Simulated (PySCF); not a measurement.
# Name the molecule from its bond curve

A diatomic of charge 0 contains Ca. Its triplet curve at B3LYP in a double-zeta basis (no relativity, PySCF), in eV from the separated fragments:

R (Å), E (eV) and a bar:
```
    2.640     -0.444 ##############################
    2.763     -0.682 ##############
    2.886     -0.816 #####
    2.978     -0.867 #
    3.070     -0.886 
    3.162     -0.882 
    3.285     -0.849 ##
    3.438     -0.783 #######
    3.623     -0.685 ##############
    3.868     -0.551 #######################
```

The fit gives ωe = 206 cm⁻¹ and the rotational constant Bₑ = 0.1069 cm⁻¹.

Task: Which atom is the partner?

Result: The minimum lies at 3.095 Å, so the reduced mass is 16.8576 u Å² cm⁻¹/(Bₑ·Re²) = 16.46 u. With Ca at 39.96 u the partner weighs about 28.0 u: Si. The molecule is CaSi.

3-21G is very small, so such numbers show the basis as much as the molecule. The state was picked by a PBE0 search and need not be the measured ground state.
